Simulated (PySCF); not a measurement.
# Stationary points of SnF₂⁺

Computed with PBE0/[Sn def2-TZVP with ECP28, F def2-TZVP], scalar-relativistic core potentials, density fitting, no spin–orbit coupling, PySCF.

Relaxations began from a few typed shapes; open shells are unrestricted. The search is not exhaustive: other isomers or separated fragments can lie lower, and high-lying points may rest on an excited occupation.

Which is the lowest minimum found?
A. doublet C2v: Sn–F 1.874 Å (×2); F–Sn–F 117.3°
B. doublet D∞h: Sn–F 1.916 Å (×2); F–Sn–F 180.0°

A. The others lie at 41.2 (doublet D∞h, a saddle point) kJ/mol above it.

For the lowest minimum: spin–orbit coupling, left out here, can matter for elements this heavy.
